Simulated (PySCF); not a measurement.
# Worked example: entropy of an ideal gas

C₃H₂O, SMILES O=c1cc1.

The structure is a stationary point at B3LYP-D3(BJ)/def2-SVP.

B3LYP-D3(BJ)/def2-SVP (PySCF) gives the harmonic wavenumbers 477, 526, 773, 835, 852, 992, 1047, 1152, 1584, 1986, 3191, 3224 cm⁻¹ and the rotational temperatures 1.5352, 0.3735, 0.3004 K. The molar mass is 54.05 g/mol, the symmetry number 2, the spin multiplicity 1.

Q: Work out the entropy at 298.15 K and 1 atm in the rigid-rotor, harmonic-oscillator model.

A: 
Translation (Sackur–Tetrode at 1 atm): S = R[1.5 ln M + 2.5 ln T − 1.16487] = 158.5 J/(mol K).
Rotation: q = (√π/σ) T^1.5/√(θA θB θC) = 11000, S = R[ln q + 3/2] = 89.8 J/(mol K).
Vibration: with u = 1.4388 ν/T, each mode gives R[u/(e^u − 1) − ln(1 − e^−u)]:
```tsv
ν (cm⁻¹)	modes	u	S (J/(mol K))
477	1	2.30	3.00
526	1	2.54	2.49
773	1	3.73	0.96
835	1	4.03	0.76
852	1	4.11	0.71
992	1	4.79	0.40
1047	1	5.05	0.32
1152	1	5.56	0.21
1584	1	7.64	0.03
1986	1	9.58	0.01
```
The stiffer modes add less than 0.005 each. Sum 8.9 J/(mol K).
Spin: R ln 1 = 0.0 J/(mol K).
Total 257.3 J/(mol K); the program's own thermochemistry gives 257.3. Translation makes up 62 % and vibration 3 %. Anharmonicity, hindered rotation and orbital degeneracy are left out.
